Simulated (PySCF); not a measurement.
**Mn²⁺ (manganese, charge +2): UHF calculation**

Configuration: [Ar] 3d4 4p1, one real determinant (an excited configuration). Computed with PySCF 2.14 in aug-cc-pwCVTZ (10s9p7d4f3g, 127 functions), with the non-relativistic Hamiltonian (point nucleus).

```json
{
  "Total energy": "-1148.622243 hartree",
  "One-electron energy": "-1561.5708 hartree",
  "Hartree (Coulomb) energy": "463.2740 hartree",
  "Exchange energy": "-50.3255 hartree",
  "Kinetic energy": "1148.67592 hartree",
  "⟨S²⟩": "8.7520",
  "⟨L²⟩": "8.015",
  "Sum of ⟨r⟩": "16.35 bohr",
  "Sum of ⟨r²⟩": "23.27 bohr²",
  "Traceless quadrupole moment −½Σ⟨3z² − r²⟩ along its main axis": "-3.68 e·bohr²",
  "Density at the nucleus (Gaussians lack the cusp)": "10500 bohr⁻³",
  "Spin density at the nucleus": "-0.364 bohr⁻³",
  "Langevin diamagnetic susceptibility": "-18.4 ×10⁻⁶ cm³/mol"
}
```

```
shell  electrons  mean orbital energy (eV)  spread (eV)  rms radius, mean of both spins (bohr)
 1s α          1                   -6572.5            0                                 0.0713
 1s β          1                   -6572.5            0                                 0.0713
 2s α          1                   -821.69            0                                  0.305
 2s β          1                   -818.32            0                                  0.305
 2p α          3                   -704.75        0.100                                  0.274
 2p β          3                   -701.41        0.839                                  0.274
 3s α          1                   -135.11            0                                  0.914
 3s β          1                   -125.36            0                                  0.914
 3p α          3                   -99.484        1.423                                  0.969
 3p β          3                   -87.643        1.820                                  0.969
 3d α          4                   -43.492        1.279                                   1.15
 4p α          1                   -19.369            0                                   3.17
```

⟨L²⟩ = 8.01 against 12 for a pure F term, so this real determinant mixes terms.

Spin-orbit constants ζ (cm⁻¹) from the X2C one-electron operator on these orbitals (non-relativistic here): bare nucleus, nucleus screened by l(l+1)(2l+1)/3 electrons, and screened by the Breit-Pauli mean field of the electrons.

```tsv
shell	bare	screened nucleus	mean field
2p	57160	52580	n/a
3p	6977	6419	n/a
3d	692.4	415.4	n/a
4p	528.8	486.5	n/a
```

To first order the Landé constant is A = 87.82 cm⁻¹, so the lowest level has J = 1/2 and lies 0.109 eV below the centre of the term. This holds in LS coupling only.
